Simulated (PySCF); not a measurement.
Ge(Me)2(Vi)(OMe), C5H12GeO, SMILES C=[CH][Ge]([CH3])([CH3])[O]C at its GFN2-xTB optimised geometry (Å):

```
19

C     -1.8354     1.7127     0.8470
C     -0.9115     1.2944     0.0000
Ge    -0.1077    -0.5175     0.0000
C      1.8721    -0.5175     0.0000
C     -0.9303    -1.6884     1.3938
O     -0.4209    -1.2309    -1.6157
C     -1.6965    -1.4275    -2.1689
H     -2.2577     2.7065     0.8015
H     -2.2076     1.0783     1.6361
H     -0.5635     1.9639    -0.7777
H      2.2577    -0.1361     0.9406
H      2.2393    -1.5285    -0.1451
H      2.2497     0.1013    -0.8078
H     -2.0136    -1.6934     1.3065
H     -0.5715    -2.7065     1.2733
H     -0.6667    -1.3457     2.3887
H     -1.5549    -1.7558    -3.2005
H     -2.2877    -0.5070    -2.1693
H     -2.2548    -2.1972    -1.6284
```

Computed with B3LYP/def2-SVP (PySCF). Cells within 0.4 Å of a nucleus heavier than hydrogen are left out (blank, or x).

Map of the deformation density (molecule minus spherical neutral atoms) (e/bohr³) on the plane z = 0.6 Å:

```
|11111111111111111111111111111|
|11111111111111111111111111111|
|11111111111111111111111111111|
|11111111111111111111111111111|
|11111110011111111111111111111|
|11111100000111111111111111111|
|11111101210011111111111111111|
|11111114740001111111111111111|
|11111113641110111111111111111|
|111110001x8520011111111111111|
|111111000x9720011111111111111|
|11111100013211111111111111111|
|11111110000012110000001111111|
|11111111000111100001111111111|
|11111111000011001113631111111|
|11111111100111111225941111111|
|11111111100121111211321011111|
|11111111011233111100110111111|
|11111110111233110000110111111|
|11111110111011100000001111111|
|11111111000011000111111111111|
|11111111100011011111111111111|
|11111111110010011111111111111|
|11111111111100111111111111111|
|11111111111111111111111111111|
|11111111111111111111111111111|
|11111111111111111111111111111|
|11111111111111111111111111111|
|11111111111111111111111111111|
```
Scale: ten equal steps from -0.015 (start of '0') to 0.098 (end of '9'), in the order '0123456789'; x runs from -5.00 to 5.00, y from -5.00 (bottom) to 5.00 (top).
